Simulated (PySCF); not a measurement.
Gas-phase reaction: SnH2 + 2 F2 ⇌ SnF2 + 2 HF

Energies from PySCF (xtb for GFN2), thermal terms from the rigid-rotor harmonic-oscillator model, ideal gas at 1 bar. † marks an energy on the PBE0/def2-TZVP geometry and frequencies; other levels use their own. MP2 and CCSD(T) freeze the core. All species are closed-shell singlets. B3LYP is the form with VWN-RPA correlation. Sn: scalar-relativistic def2 core potential, no spin-orbit coupling. SnH2: computed as isolated molecules; such fragments, hydroxides, amides, oligomers or adducts are transient or little studied in the gas. MP2 isn't extrapolated to the basis-set limit. CCSD(T) isn't extrapolated to the basis-set limit.

```tsv
level	ΔH°(298 K), kJ
B3LYP/def2-TZVP†	-1270
BLYP/def2-TZVP†	-1232
CCSD(T)/def2-SVP†	-1215
GFN2-xTB	[?]
M06-2X/def2-TZVP†	[?]
MP2/def2-SVP†	-1292
PBE/def2-SVP	[?]
r2SCAN/def2-TZVP†	-1275
ωB97M-V/def2-TZVP†	[?]
ωB97X-V/def2-TZVP†	-1272
```

Q: What belongs in the gaps?

A: 
- GFN2-xTB, ΔH°(298 K), kJ: -998
- M06-2X/def2-TZVP†, ΔH°(298 K), kJ: -1334
- PBE/def2-SVP, ΔH°(298 K), kJ: -1150
- ωB97M-V/def2-TZVP†, ΔH°(298 K), kJ: -1278
